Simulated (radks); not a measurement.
The numbers below are computed, except where a source is named.
Question: Ionisation ladder of gadolinium, from Gd to Gd3+. Each ion is in the ground configuration listed by NIST, and IE = E(next ion) - E(this ion). Code: a radial shooting solver on a logarithmic mesh with Libxc functionals. Model: scalar-relativistic Kohn-Sham, r2SCAN, spin-unpolarised, spherical densities, finite nucleus; meta-GGA in the generalised Kohn-Sham scheme; Fermi nuclear charge, rms radius 5.1569 fm.

| species | configuration | IE, Delta-SCF (eV) | -e(HOMO) (eV) | HOMO | <r> HOMO (bohr) |
|---|---|---|---|---|---|
| Gd | [Xe] 4f7 5d1 6s2 | 6.662 | 2.426 | 5d | 2.82 |
| Gd+ | [Xe] 4f7 5d1 6s1 | ? | 8.245 | 5d | 2.55 |
| Gd2+ | [Xe] 4f7 5d1 | 19.331 | 14.787 | 5d | 2.34 |
| Gd3+ | [Xe] 4f7 | ? | 33.339 | 4f | 0.850 |

Estimate the withheld Delta-SCF values.

Answer: Gd+: 11.668 eV (NIST 12.08); Gd3+: 43.158 eV (NIST 44.4).

Beside tabulated values, note that spin-unpolarised runs miss the spin-polarisation part of the exchange energy of open shells. No tabulated value is given for the 4+ ions of Nd, Pm and Eu to Yb, where it belongs to another shell than the one emptied here.
